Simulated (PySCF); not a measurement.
ClHSi, SMILES [SiH]Cl (connectivity only; charge and spin as stated), charge -1, multiplicity 2.

Coordinates come from a PBE-D3(BJ)/def2-TZVPD optimisation. The spin state was assumed, not searched. The isomer is the one that the SMILES or the coordinates give; other isomers of the formula were not compared.

Two levels are set side by side: PBE/def2-TZVPD (PySCF) and r2SCAN/def2-TZVPD (PySCF). Same geometry, gas phase. Differences are taken from unrounded values.

| quantity | r2SCAN | PBE | PBE minus r2SCAN |
|---|---|---|---|
| α-spin orbital gap (eV) | 2.64 | 1.96 | -0.68 |
| β-spin orbital gap (eV) | 3.46 | 2.86 | -0.60 |
| mean polarisability (bohr³) | 81.0 | 84.3 | 3.4 |

Rough cost on one machine, each run with all the roots and properties that it gave: r2SCAN against PBE within a factor of 2.
